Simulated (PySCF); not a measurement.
C2H8N2Si2, SMILES CN[Si@H]1C=N[SiH2]1.

The structure is a stationary point at PBE0-D3(BJ)/def2-SVP. The structure was generated by enumeration; whether it is a known compound was not checked. One conformer was computed; it need not be the lowest.

These are PBE0-D3(BJ)/def2-SVP (PySCF 2.14.0) values and carry that method's errors.

Frequencies are harmonic and unscaled.

Computed normal modes with their intensities:
```
mode  ν (cm⁻¹)  IR (km/mol)  moving atoms (share of kinetic energy)
----  --------  -----------  --------------------------------------
1           56          0.6         C 30 %, N 28 %, H 27 %, Si 15 %
2           98          3.7         Si 38 %, N 26 %, C 19 %, H 18 %
3          133          0.9                          H 82 %, N 10 %
4          167          2.0          H 35 %, N 30 %, Si 26 %, C 8 %
5          265          0.2         H 35 %, C 30 %, N 21 %, Si 14 %
6          296          2.1         H 34 %, C 33 %, N 23 %, Si 11 %
7          408          7.2                 H 42 %, Si 32 %, N 18 %
8          436         14.3         Si 51 %, H 19 %, N 19 %, C 11 %
9          469         95.1                 H 74 %, N 15 %, Si 10 %
10         527         13.6                  H 49 %, Si 36 %, C 9 %
11         628         13.2                         H 77 %, Si 10 %
12         669         21.7                          H 79 %, N 12 %
13         693         59.3         H 31 %, C 26 %, N 22 %, Si 22 %
14         729         69.9         N 39 %, H 27 %, C 22 %, Si 12 %
15         792        117.6                         H 67 %, Si 22 %
16         803         54.7         Si 37 %, N 31 %, H 19 %, C 13 %
17         820         74.1                         H 83 %, Si 11 %
18         913         53.1                          H 73 %, C 24 %
19         952        128.8                                  H 93 %
20        1100         21.6                          H 82 %, C 12 %
21        1139          0.8                          H 77 %, C 19 %
22        1181        158.7                  N 42 %, C 34 %, H 22 %
23        1287         14.0                          H 79 %, C 13 %
24        1410         82.5                   H 66 %, N 24 %, C 9 %
25        1447         29.0                          H 85 %, C 15 %
26        1463          4.8                                  H 97 %
27        1500          7.1                                  H 95 %
28        1624         36.8                          C 53 %, N 46 %
29        2199         94.5                                  H 97 %
30        2216        117.5                                  H 98 %
31        2223        138.6                                  H 96 %
32        3017        102.5                                  H 97 %
33        3032         67.3                           H 92 %, C 8 %
34        3088         34.4                          H 90 %, C 10 %
35        3143         13.5                           H 91 %, C 9 %
36        3637         28.2                                  H 93 %
```
